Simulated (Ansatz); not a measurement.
F3HNTa (SMILES [NH]=[Ta]([F])([F])[F]) moved off its minimum; all values from Ansatz (a program for electronic structure), cores frozen in correlated methods. Elements past Kr take the def2 small-core potentials, without spin–orbit coupling.
(charge 0, multiplicity 1)
```xyz
6

Ta     0.00509    -0.02055    -0.00559
N      0.20451    -1.10598    -1.41614
H      0.33129    -1.65542    -2.21565
F      1.74098     0.38978     0.70357
F     -0.91567     1.55617    -0.55292
F     -1.04187    -0.97978     1.32003
```

Forces at PBE/def2-TZVPP (eV/Å):

```json
[
 {"atom": "Ta1", "Fx": "-0.155", "Fy": "-0.855", "Fz": "0.312"},
 {"atom": "N2", "Fx": "-0.318", "Fy": "1.818", "Fz": "2.301"},
 {"atom": "H3", "Fx": "0.214", "Fy": "-1.016", "Fz": "-1.420"},
 {"atom": "F4", "Fx": "-0.795", "Fy": "-0.163", "Fz": "-0.375"},
 {"atom": "F5", "Fx": "0.317", "Fy": "-0.484", "Fz": "0.119"},
 {"atom": "F6", "Fx": "0.738", "Fy": "0.700", "Fz": "-0.937"}
]
```

Task: Give the forces (eV/Å), the total energy and the dipole at CCSD(T)/def2-TZVPPD.

Result: 
```
atom      Fx      Fy      Fz
----  ------  ------  ------
Ta1   -0.185  -0.772   0.481
N2    -0.246   1.515   1.853
H3     0.174  -0.867  -1.187
F4    -0.791  -0.146  -0.353
F5     0.305  -0.452   0.132
F6     0.742   0.722  -0.926
```
Energy -411.3270 hartree, dipole 1.04 D.
